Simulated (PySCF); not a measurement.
**Electric properties by functional and basis**

Species: C2H8BFO.
SMILES: `C[O+](C)[BH2-]F`

PySCF, dipoles from the SCF density, polarisabilities from static response with core orbitals frozen. Geometry: PBE0-D3(BJ)/def2-SVP, one conformer, isolated molecule.

Question: How do dipole and polarisability depend on functional and basis here?

Answer: 

| level | μ (D) | α (Å³) | anisotropy (Å³) |
| --- | --- | --- | --- |
| LDA/def2-SVPD | 4.638 | 7.70 | 1.31 |
| PBE/def2-SVPD | 4.617 | 7.56 | 1.28 |
| B3LYP/def2-SVPD | 4.698 | 7.28 | 1.22 |
| PBE0/def2-SVPD | 4.695 | 7.22 | 1.22 |
| BHandHLYP/def2-SVPD | 4.767 | 6.97 | 1.17 |
| CAM-B3LYP/def2-SVPD | 4.746 | 7.20 | 1.17 |
| wB97X-D/def2-SVPD | 4.720 | 7.18 | 1.16 |
| LC-wPBE/def2-SVPD | 4.773 | 7.06 | 1.11 |
| PBE0/6-31G* | 4.759 | 5.83 | 1.08 |
| PBE0/def2-SVP | 4.865 | 6.03 | 1.13 |

The anisotropy is √(½[(α1 − α2)² + (α2 − α3)² + (α3 − α1)²]). The dipole runs from 4.62 D (PBE/def2-SVPD) to 4.87 D (PBE0/def2-SVP). No reference polarisability is at hand; against PBE0 in the largest diffuse basis at hand (def2-SVPD) the other PBE0 rows deviate by 6-31G* -19%, def2-SVP -17%. In one basis (def2-SVPD) the functionals order the polarisability from BHandHLYP (lowest) to LDA (highest), a spread of 10%. With PBE0 the polarisability is 5.93 Å³ without diffuse functions (mean of 6-31G* and def2-SVP) and 7.22 Å³ with them (def2-SVPD).

Without π bonds the low states are Rydberg-like; a valence basis with one diffuse set may place them up to an eV too high.
